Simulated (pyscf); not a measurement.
H₂N–SiH(NH₂)–NH₂, singlet

Gas-phase minimum from PySCF at ωB97X-D3(BJ)/def2-SVP, one conformer. 

```xyz
11

N      1.0112     1.1648    -1.4728
Si     0.1375     0.3875    -0.1940
N      1.1613     0.5663     1.1842
N     -1.4064     0.9556     0.3502
H      1.3479     2.1161    -1.3670
H      0.7964     0.9542    -2.4410
H     -0.1593    -0.9722    -0.7432
H      2.1616     0.4291     1.0956
H      0.8219     0.3129     2.1051
H     -1.5014     1.8692     0.7815
H     -2.2520     0.6889    -0.1414
```
Charge 0, spin multiplicity 1.

Bonds (Å): N1–Si2 1.733, N1–H5 1.015, N1–H6 1.014, Si2–N3 1.726, Si2–N4 1.733, Si2–H7 1.496, N3–H8 1.014, N3–H9 1.014, N4–H10 1.015, N4–H11 1.014. Angles (°): Si2–N1–H5 120.7, Si2–N1–H6 120.3, H5–N1–H6 111.4, N1–Si2–N3 104.1, N1–Si2–N4 122.3, N1–Si2–H7 103.7, N3–Si2–N4 104.1, N3–Si2–H7 120.3, N4–Si2–H7 103.7, Si2–N3–H8 120.1, Si2–N3–H9 120.1, H8–N3–H9 112.1, Si2–N4–H10 120.8, Si2–N4–H11 120.3 (the first ones only).

Properties at ωB97X-D3(BJ)/def2-SVP:

| Item | Result |
|---|---|
| Harmonic wavenumbers, unscaled | 201, 246, 272, 297, 328, 357, 413, 427, 434, 721, 730, 800, 825, 857, 911, 959, 979, 1540, 1549, 1549, 2223, 3619, 3620, 3629, 3718, 3719, 3730 cm⁻¹ |
| Zero-point energy | 55.3 kcal/mol |
| Rotational symmetry number | 1 |
| Entropy of this conformer at 298 K and 1 atm, rigid rotor and harmonic oscillator, modes under 100 cm⁻¹ raised to 100 | 324.9 J/(mol K) |
| Dipole moment | 1.20 D |

Single-point totals, which compare only within one level (frozen core for MP2 and CC):

```tsv
level	total energy (hartree)
ωB97X-D3(BJ)/def2-TZVP	-458.23088
PBE/def2-TZVP	-457.78510
r²SCAN/def2-TZVP	-458.02486
B3LYP-D3(BJ)/def2-TZVP	-458.18495
PBE0-D3(BJ)/def2-TZVP	-457.83404
M06-2X/def2-TZVP	-458.05339
ωB97M-D3(BJ)/def2-TZVP	-458.23270
HF/def2-TZVPP	-456.54981
MP2/def2-TZVPP	-457.32343
CCSD/def2-TZVPP	-457.35661
CCSD(T)/def2-TZVPP	-457.38654
```

The CCSD(T) − MP2 part came from Ansatz, without density fitting, on the same reference.
